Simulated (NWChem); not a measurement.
System: CH4OZn; SMILES [OH][Zn][CH3]

NWChem printed, in part:

```
             Northwest Computational Chemistry Package (NWChem) 7.3.0
             --------------------------------------------------------

                             Geometry "geometry" -> ""
                             -------------------------

 Output coordinates in angstroms (scale by  1.889725989 to convert to a.u.)

  No.       Tag          Charge          X              Y              Z
 ---- ---------------- ---------- -------------- -------------- --------------
    1 Zn                  30.0000     0.01699300     0.04412900     0.00697000
    2 C                    6.0000    -0.00367300    -1.88336200    -0.00940700
    3 H                    1.0000     0.94690100    -2.28994300    -0.38871700
    4 H                    1.0000    -0.81157500    -2.25888200    -0.65718500
    5 H                    1.0000    -0.16592000    -2.28974300     1.00114200
    6 O                    8.0000    -0.08364900     1.81819100    -0.02730700
    7 H                    1.0000     0.69024400     2.29372300     0.28770000

 Effective nuclear repulsion energy (a.u.)     171.2226376070

                              NWChem Property Module
                              ----------------------

  itol2e modified to match energy
  convergence criterion.

                                 NWChem DFT Module
                                 -----------------

 Summary of "ao basis" -> "ao basis" (spherical)
 ------------------------------------------------------------------------------
       Tag                 Description            Shells   Functions and Types
 ---------------- ------------------------------  ------  ---------------------
 Zn                         pcsseg-1                15       45   5s6p3d1f
 C                          pcsseg-1                 7       17   3s3p1d
 H                          pcsseg-1                 3        5   2s1p
 O                          pcsseg-1                 7       17   3s3p1d

  itol2e modified to match energy
  convergence criterion.

            General Information
            -------------------
          SCF calculation type: DFT
          Wavefunction type:  closed shell.
          No. of atoms     :     7
          No. of electrons :    48
           Alpha electrons :    24
            Beta electrons :    24
          Charge           :     0
          Spin multiplicity:     1
          Use of symmetry is: off; symmetry adaption is: off
          Maximum number of iterations: 150
          AO basis - number of functions:    99
                     number of shells:    41
          Convergence on energy requested:  1.00D-07
          Convergence on density requested:  1.00D-05
          Convergence on gradient requested:  5.00D-04

              XC Information
              --------------
                        BHLYP Method XC Functional
                     Hartree-Fock (Exact) Exchange  0.500
                        Slater Exchange Functional  0.500 local
                    Becke 1988 Exchange Functional  0.500 non-local
              Lee-Yang-Parr Correlation Functional  1.000

             Grid Information
             ----------------
          Grid used for XC integration:  fine
          Radial quadrature: Mura-Knowles
          Angular quadrature: Lebedev.
          Tag              B.-S. Rad. Rad. Pts. Rad. Cut. Ang. Pts.
          ---              ---------- --------- --------- ---------
          Zn                  1.35      140          10.0       974
          C                   0.70       70          12.0       590
          H                   0.35       60          13.0       590
          O                   0.60       70          11.0       590
          Grid pruning is: on
          Number of quadrature shells:   520
          Spatial weights used:  Erf1

      Superposition of Atomic Density Guess
      -------------------------------------

 Sum of atomic energies:       -1891.98894008

      Non-variational initial energy
      ------------------------------

 Total energy =   -1892.912366
 1-e energy   =   -2979.847119
 2-e energy   =     915.712116
 HOMO         =      -0.379829
 LUMO         =      -0.040010

   convergence    iter        energy       DeltaE   RMS-Dens  Diis-err
 ---------------- ----- ----------------- --------- --------- ---------
 d= 0,ls=0.0,diis     1  -1894.7359967503 -2.07D+03  8.82D-03  1.18D+00
 d= 0,ls=0.0,diis     2  -1894.7261830154  9.81D-03  4.88D-03  1.09D+00
 d= 0,ls=0.0,diis     3  -1894.8177571778 -9.16D-02  1.09D-03  6.44D-02
 d= 0,ls=0.0,diis     4  -1894.8223803499 -4.62D-03  2.22D-04  8.45D-03
 d= 0,ls=0.0,diis     5  -1894.8227141377 -3.34D-04  1.24D-04  4.22D-04
  Resetting Diis
 d= 0,ls=0.0,diis     6  -1894.8227306845 -1.65D-05  3.93D-05  3.38D-05
 d= 0,ls=0.0,diis     7  -1894.8227350713 -4.39D-06  1.89D-05  3.52D-06
 d= 0,ls=0.0,diis     8  -1894.8227351298 -5.85D-08  6.84D-06  5.24D-06

         Total DFT energy =    -1894.822735129836
      One electron energy =    -2982.268914267378
           Coulomb energy =     1002.855490860571
    Exchange-Corr. energy =      -86.631949329995
 Nuclear repulsion energy =      171.222637606967

 Numeric. integr. density =       47.999999838138

                       DFT Final Molecular Orbital Analysis
                       ------------------------------------

 Vector   22  Occ=2.000000D+00  E=-3.734287D-01
              MO Center=  2.3D-03,  8.2D-01,  3.2D-03, r^2= 2.9D+00
   Bfn.  Coefficient  Atom+Function         Bfn.  Coefficient  Atom+Function
  ----- ------------  ---------------      ----- ------------  ---------------
     4      0.354292  1 Zn s                  3     -0.302057  1 Zn s
    88     -0.250213  6 O  py                87      0.235116  6 O  px
    85     -0.233557  6 O  py                84      0.223108  6 O  px
    80     -0.158692  6 O  s                 53      0.152837  2 C  py
    56      0.137683  2 C  py                82     -0.123357  6 O  py

 Vector   23  Occ=2.000000D+00  E=-3.395417D-01
              MO Center= -6.4D-02,  1.7D+00, -1.8D-02, r^2= 8.7D-01
   Bfn.  Coefficient  Atom+Function         Bfn.  Coefficient  Atom+Function
  ----- ------------  ---------------      ----- ------------  ---------------
    89      0.457289  6 O  pz                86      0.419800  6 O  pz
    83      0.224343  6 O  pz                87     -0.185595  6 O  px
    84     -0.170396  6 O  px                25     -0.105787  1 Zn d -1
    23      0.097457  1 Zn pz                81     -0.091059  6 O  px
    30     -0.064106  1 Zn d -1              24      0.042876  1 Zn d -2

 Vector   24  Occ=2.000000D+00  E=-3.372115D-01
              MO Center= -4.7D-02, -4.6D-01, -2.1D-02, r^2= 3.7D+00
   Bfn.  Coefficient  Atom+Function         Bfn.  Coefficient  Atom+Function
  ----- ------------  ---------------      ----- ------------  ---------------
    53      0.297817  2 C  py                56      0.283674  2 C  py
    88      0.227466  6 O  py                85      0.222163  6 O  py
    22     -0.184036  1 Zn py                 4      0.166262  1 Zn s
     3     -0.145986  1 Zn s                 50      0.143782  2 C  py
    87     -0.143278  6 O  px                84     -0.132737  6 O  px

 Vector   25  Occ=0.000000D+00  E= 2.196599D-02
              MO Center=  1.1D-01,  2.9D-02,  4.3D-02, r^2= 6.0D+00
   Bfn.  Coefficient  Atom+Function         Bfn.  Coefficient  Atom+Function
  ----- ------------  ---------------      ----- ------------  ---------------
     5      1.197923  1 Zn s                 48     -0.774309  2 C  s
    80     -0.376992  6 O  s                 56     -0.266825  2 C  py
    96      0.144376  7 H  s                 64      0.140945  3 H  s
    28     -0.135611  1 Zn d  2              74      0.135573  5 H  s
    69      0.133196  4 H  s                 47     -0.125925  2 C  s

 Vector   26  Occ=0.000000D+00  E= 1.067595D-01
              MO Center=  3.5D-01, -5.2D-01,  1.4D-01, r^2= 9.3D+00
   Bfn.  Coefficient  Atom+Function         Bfn.  Coefficient  Atom+Function
  ----- ------------  ---------------      ----- ------------  ---------------
    48      1.463268  2 C  s                 96      0.818668  7 H  s
    64     -0.813665  3 H  s                 74     -0.793945  5 H  s
    69     -0.713371  4 H  s                 56     -0.456783  2 C  py
    80     -0.436367  6 O  s                 87     -0.195708  6 O  px
    88     -0.140820  6 O  py                21      0.121571  1 Zn px

 Vector   27  Occ=0.000000D+00  E= 1.371431D-01
              MO Center= -1.6D-01, -5.4D-01, -1.3D-01, r^2= 3.5D+00
   Bfn.  Coefficient  Atom+Function         Bfn.  Coefficient  Atom+Function
  ----- ------------  ---------------      ----- ------------  ---------------
    69      1.029937  4 H  s                 21      0.799351  1 Zn px
    55      0.632450  2 C  px                64     -0.486280  3 H  s
    23      0.313933  1 Zn pz                48     -0.275750  2 C  s
    57      0.239861  2 C  pz                 5     -0.237049  1 Zn s
    68      0.193197  4 H  s                 15     -0.145876  1 Zn px

     Multipole analysis of the density
     ---------------------------------

     L   x y z        total         alpha         beta         nuclear
     -   - - -        -----         -----         ----         -------
     0   0 0 0     -0.000000    -24.000000    -24.000000     48.000000

[...]

          -----------------------------------------
          Chemical Shielding Tensors (GIAO, in ppm)
          -----------------------------------------

                                NWChem CPHF Module
                                ------------------

  scftype          =     RHF
  nclosed          =       24
  nopen            =        0
  variables        =     1800
  # of vectors     =        3
  tolerance        = 0.10D-03
  level shift      = 0.00D+00
  max iterations   =       50
  max subspace     =       30

 SCF residual:    6.0912772435934323E-004

Iterative solution of linear equations
  No. of variables     1800
  No. of equations        3
  Maximum subspace       30
        Iterations       50
       Convergence  1.0D-04

   iter   nsub   residual    time
   ----  ------  --------  ---------
     1      3    6.97D-01      31.3
     2      6    2.76D-02      35.9
     3      9    4.01D-03      40.7
     4     12    5.13D-04      45.5
     5     15    4.70D-05      50.6

      Atom:    1  Zn
        Diamagnetic
   2517.7679      0.1521      0.2507
      0.1521   2527.4614      0.1045
      0.2507      0.1045   2517.2456

        Paramagnetic
  -1305.4342     16.0309     -2.5404
     16.0309    -27.5506     11.0503
     -2.5404     11.0503  -1299.9600

        Total Shielding Tensor
   1212.3337     16.1831     -2.2896
     16.1831   2499.9108     11.1549
     -2.2896     11.1549   1217.2856

           isotropic =    1643.1767
          anisotropy =    1285.5509

          Principal Components and Axis System
                 1           2           3
             2500.2107   1218.1670   1211.1525

      1         0.0125     -0.3734      0.9276
      2         0.9999     -0.0034     -0.0149
      3         0.0087      0.9277      0.3733

      Atom:    2  C
        Diamagnetic
    244.2268      0.1460     -0.0101
      0.1460    258.2965      0.1121
     -0.0101      0.1121    244.1463

        Paramagnetic
    -35.1038     -0.4494      0.1920
     -0.4494    -58.4273     -0.4304
      0.1920     -0.4304    -35.3685

        Total Shielding Tensor
    209.1230     -0.3034      0.1819
     -0.3034    199.8691     -0.3183
      0.1819     -0.3183    208.7778

           isotropic =     205.9233
          anisotropy =       4.9432

          Principal Components and Axis System
                 1           2           3
              209.2188    208.7029    199.8483

      1         0.9121     -0.4088      0.0320
      2        -0.0435     -0.0188      0.9989
      3         0.4077      0.9124      0.0349

      Atom:    3  H
        Diamagnetic
     33.7261     -6.3453     -4.2103
     -6.3453     30.6884      2.6129
     -4.2103      2.6129     24.8219

        Paramagnetic
      1.6186      0.8794      0.4339
      0.8794      1.7109     -0.3825
      0.4339     -0.3825      2.8083

        Total Shielding Tensor
     35.3446     -5.4659     -3.7764
     -5.4659     32.3993      2.2304
     -3.7764      2.2304     27.6303

           isotropic =      31.7914
          anisotropy =      13.7494

          Principal Components and Axis System
                 1           2           3
               40.9577     28.3272     26.0894

      1         0.7622      0.5258      0.3778
      2        -0.5678      0.8232     -0.0001
      3        -0.3110     -0.2145      0.9259

      Atom:    4  H
        Diamagnetic
     30.8233      5.2459      6.1814
      5.2459     30.3010      4.2032
      6.1814      4.2032     28.0276

        Paramagnetic
      1.9401     -0.7373     -0.7380
     -0.7373      1.6793     -0.6044
     -0.7380     -0.6044      2.3514

        Total Shielding Tensor
     32.7634      4.5086      5.4434
      4.5086     31.9803      3.5988
      5.4434      3.5988     30.3790

           isotropic =      31.7076
          anisotropy =      13.7616

          Principal Components and Axis System
                 1           2           3
               40.8820     28.2421     25.9986

      1         0.6543     -0.4183     -0.6300
      2         0.5438      0.8392      0.0076
      3         0.5255     -0.3476      0.7766

      Atom:    5  H
        Diamagnetic
     23.4751      1.1670     -1.9194
      1.1670     30.6660     -6.7828
     -1.9194     -6.7828     35.0533

        Paramagnetic
      2.8040     -0.1748      0.1450
     -0.1748      1.6922      0.9696
      0.1450      0.9696      1.5698

        Total Shielding Tensor
     26.2791      0.9922     -1.7744
      0.9922     32.3582     -5.8132
     -1.7744     -5.8132     36.6231

           isotropic =      31.7535
          anisotropy =      13.8119

          Principal Components and Axis System
                 1           2           3
               40.9614     28.3160     25.9830

      1        -0.1365     -0.0852      0.9870
      2        -0.5654      0.8248     -0.0070
      3         0.8134      0.5590      0.1608

      Atom:    6  O
        Diamagnetic
    382.9783      7.4063      5.7978
      7.4063    406.0467      3.1342
      5.7978      3.1342    371.0810

        Paramagnetic
    -46.7670    -20.8356     -8.8113
    -20.8356    -36.4782     -8.4211
     -8.8113     -8.4211    -28.6647

        Total Shielding Tensor
    336.2113    -13.4293     -3.0135
    -13.4293    369.5685     -5.2868
     -3.0135     -5.2868    342.4163

           isotropic =     349.3987
          anisotropy =      38.1029

          Principal Components and Axis System
                 1           2           3
              374.8006    343.6385    329.7570

      1        -0.3175     -0.3713      0.8725
      2         0.9401     -0.0030      0.3408
      3        -0.1239      0.9285      0.3500

      Atom:    7  H
        Diamagnetic
     34.5904     10.2607      5.4676
     10.2607     35.3541      4.2060
      5.4676      4.2060     23.4014

        Paramagnetic
     -0.7422      0.0303     -0.7780
      0.0303      0.4912      0.0094
     -0.7780      0.0094      0.8650

        Total Shielding Tensor
     33.8482     10.2910      4.6896
     10.2910     35.8453      4.2154
      4.6896      4.2154     24.2664

           isotropic =      31.3200
          anisotropy =      23.4065

          Principal Components and Axis System
                 1           2           3
               46.9243     24.6824     22.3531

      1         0.6533      0.6577     -0.3749
      2         0.7084     -0.7058     -0.0037
      3         0.2670      0.2632      0.9271
```

Level: BHandHLYP/pcSseg-1, GIAO. Coordinates come from a PBE0/def2-SVP optimisation. The printed shielding anisotropy is the first printed principal value minus the mean of the other two.

Reconstruct the input file.

This is not unique; one that fits is the input that was run:
```
start job
memory heap 200 mb stack 900 mb global 1100 mb
geometry units angstroms noautosym nocenter noautoz
  Zn     0.016993     0.044129     0.006970
  C     -0.003673    -1.883362    -0.009407
  H      0.946901    -2.289943    -0.388717
  H     -0.811575    -2.258882    -0.657185
  H     -0.165920    -2.289743     1.001142
  O     -0.083649     1.818191    -0.027307
  H      0.690244     2.293723     0.287700
end
basis spherical
  * library pcsseg-1
end
dft
  xc bhlyp
  iterations 150
end
property
  shielding
end
task dft property
```
